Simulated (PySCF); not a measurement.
C8H12.
Structure used (PBE0-D3(BJ)/def2-SVP), in Å, numbered top down from 1:
```xyz
20
C8H12 angstrom
C      2.6464   -1.7331    0.9924
C      1.7312   -1.1984    0.2252
C      0.8135   -0.6514   -0.5316
C     -0.1479    0.4292   -0.0867
C      0.0832    1.6744   -0.8959
C      0.4649    2.8517   -0.4012
C     -1.6057   -0.0429   -0.2121
C     -1.9431   -1.2313    0.6721
H      2.4343   -2.6250    1.5918
H      3.6537   -1.3076    1.0576
H      0.7243   -0.9891   -1.5738
H      0.0573    0.6566    0.9728
H     -0.0881    1.5767   -1.9766
H      0.6101    3.7237   -1.0441
H      0.6494    2.9859    0.6697
H     -2.2612    0.8100    0.0310
H     -1.8088   -0.2891   -1.2700
H     -2.9969   -1.5266    0.5573
H     -1.7756   -0.9951    1.7352
H     -1.3180   -2.1037    0.4281
```

Method used: TDDFT B3LYP/def2-SVPD, vertical, gas phase, core orbitals frozen in the response in PySCF 2.14.0, density-fitted response routines.

Frontier orbitals with the atoms that hold most of them (Löwdin shares over 4%, at most four atoms; ? is withheld):

| orbital | ε (eV) | atoms |
| --- | --- | --- |
| LUMO+2 | 0.44 | C8 12%, C2 10%, C1 10%, C3 8% |
| LUMO+1 | 0.05 | C2 29%, C1 25%, C3 14%, H11 8% |
| LUMO | -0.35 | ? |
| HOMO | -6.97 | C2 24%, C3 23%, C6 15%, C5 14% |
| HOMO-1 | -7.21 | ? |
| HOMO-2 | -7.59 | C1 21%, C2 20%, C5 18%, C6 16% |
| HOMO-3 | -9.17 | C7 23%, C4 15%, H17 14%, C8 13% |

(1) Give the leading atoms of the HOMO-1.

(2) Which atoms hold the LUMO, and with what shares?

(3) The HOMO–LUMO gap is 6.62 eV. Where does the response calculation put the lowest singlet, and from which orbitals?

Results:

(1) C2 (bonded to 2 C) 24%; C1 (bonded to C and 2 H) 19%; C3 (bonded to 2 C and H) 16%; C6 (bonded to C and 2 H) 9%.

(2) C6 (bonded to C and 2 H) 22%; C5 (bonded to 2 C and H) 20%; C2 (bonded to 2 C) 14%; C3 (bonded to 2 C and H) 10%.

(3) S1 is at 5.54 eV (f = 0.014), 1.08 eV below the gap, made of HOMO→LUMO (36%), HOMO→LUMO+1 (34%), HOMO-1→LUMO+1 (20%). Without the coupling terms of the response equations the lowest excitation would equal the gap.

Next come S2 at 5.88 eV (f 0.014), HOMO-1→LUMO (49%), HOMO-2→LUMO (15%), HOMO→LUMO+1 (12%); S3 at 6.18 eV (f 0.075), HOMO→LUMO+1 (35%), HOMO→LUMO (29%), HOMO-1→LUMO (21%); S4 at 6.51 eV (f 0.165), HOMO-1→LUMO+1 (36%), HOMO→LUMO (18%), HOMO-2→LUMO (14%); S5 at 6.62 eV (f 0.018), HOMO→LUMO+2 (41%), HOMO-2→LUMO (28%), HOMO-2→LUMO+1 (10%).

One conformer stands for the species.
